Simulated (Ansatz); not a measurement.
```yaml
crystal:
  periodic: [false, false, false]
  atoms:
    - {symbol: F, position_ang: [-0.291979, -1.780111, 2.373148]}
    - {symbol: In, position_ang: [0.644274, -1.323274, 0.765536]}
    - {symbol: Cl, position_ang: [2.448360, -2.269951, -0.243277]}
    - {symbol: F, position_ang: [0.748372, 0.774805, 0.713373]}
    - {symbol: In, position_ang: [-0.720695, 1.328875, -0.683174]}
    - {symbol: F, position_ang: [-2.216180, 1.966030, 0.330372]}
    - {symbol: Cl, position_ang: [0.208179, 2.073162, -2.620154]}
    - {symbol: F, position_ang: [-0.820342, -0.769525, -0.635834]}
basis:
  gaussian: {orbitals: def2-TZVPPP, final_grid: {core_spheres: 8, valence_spheres: 7, degree: 23}}
hamiltonian: {xc: {name: B97}}
output: {forces: true}
```

```sh
$ ansatz run in.yaml --threads 2 --pin off --events-out ev --progress --plain --max-ram 20480MiB --backend cpu
```

Question: How does Ansatz answer? (An estimate is asked.)

Answer: The calculation gave: The input was rejected before any iteration.
```
Error: <dir> can't be read: No such file or directory (os error 2)
```
